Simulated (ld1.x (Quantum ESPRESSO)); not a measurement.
Building the PAW potential for Tc (Z = 43) (BLYP, scalar-relativistic).

ld1.x (Quantum ESPRESSO) 7.5 input, shortened:

```
&input
   title='Tc', zed=43., rel=1, dft='BLYP', iswitch=3,
   config='[Kr] 4d5 5s1 5p1'
 /
 &inputp
   pseudotype=3, lpaw=.true., tm=.true., lloc=-1, rcloc=1.55,
   nlcc=.true., new_core_ps=.true., rcore=1.20,
   which_augfun='PSQ', rmatch_augfun_nc=.true.
 /
6
4S  1  0   2.00   0.00  1.35  1.75  0.0
5S  2  0   1.00   0.00  1.35  1.75  0.0
4P  2  1   6.00   0.00  2.10  2.60  0.0
5P  3  1   1.00   0.00  2.10  2.60  0.0
4D  3  2   5.00   0.00  1.10  1.50  0.0
4D  3  2   0.00   0.90  1.10  1.50  0.0
 &test
   configts(1)='4s2 4p6 4d5 5s1 5p1'
 /
```

All-electron outer shells of the reference configuration (BLYP, scalar-relativistic, ld1.x):

```tsv
shell	level (eV)	outermost node (bohr)	outermost maximum (bohr)
3p	-417.22	0.16	0.36
3d	-251.22	–	0.31
4s	-74.68	0.50	0.95
4p	-46.62	0.51	1.03
4d	-7.87	0.50	1.27
5s	-5.90	1.28	2.69
5p	-2.01	1.45	3.54
```

Calculated quality:

| Item | Value |
| --- | --- |
| Largest excitation error | -8206 meV (all-electron minus pseudo) for 4s2 4p6 4d5 5s0 5p2, out of 7 test configurations |
| Lowest eigenvalue of the overlap operator | 0.06 (s channel) |
| Density cutoff estimated by the generator | 304 Ry |

A Bessel basis up to 400 Ry misses an occupied level by 0.45 Ry, so cutoffs and ghosts were not judged. The potential misses its own reference levels by up to 6.1 eV, so it is not fit for use.

Generation and tests took about 11 s on one core of a shared server CPU.
